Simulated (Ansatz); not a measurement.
Computed with Ansatz on PBE0-D4/def2-TZVP structures; ΔE is electronic, products minus reactants. CCSD(T)/CBS is the MP2 limit (def2-TZVPP, def2-QZVPP) plus CCSD(T) − MP2 in def2-TZVPP, frozen cores. This one scheme is used for every species. DFT in def2-TZVPP. HSE06 is defined as in plane-wave codes. Each species was taken in one conformer, which may not be the lowest.

Consider the cleavage of the B–Si bond: `C[SiH](N)BCl` + `[SiH3]N[SiH3]` → `[SiH3]N([SiH3])BCl` + `C[SiH2]N`.

```csv
level,ΔE (kJ/mol),difference from CCSD(T)/CBS
PBE0-D4,-142.4,5.2
r2SCAN0-D4,-148.0,-0.4
B2PLYP,-148.1,-0.5
r2SCAN,-146.0,1.6
r2SCANh,-146.6,1.0
HSE06,-140.0,7.6
CAM-B3LYP,-146.9,0.7
RPA@PBE/def2-TZVPP,-146.2,1.4
CCSD(T)/def2-SVP,-161.9,-14.3
MP2/def2-TZVPP,-157.2,-9.6
CCSD(T)/CBS,-147.6,0
```

Largest T1 diagnostic among the species: 0.012.

From PBE to PBE0 (25 % exact exchange), in def2-TZVPP and without D4, ΔE moves by −3.1 kJ/mol. In def2-TZVPP, CCSD(T) changes the Hartree–Fock value by −4.0 kJ/mol (the triples alone add −1.8 kJ/mol) and MP2 by −12.1 kJ/mol.

CCSD(T)/CBS has its own doubt, a few kJ/mol and more with outer-core shells, so smaller differences from it don't rank the levels.
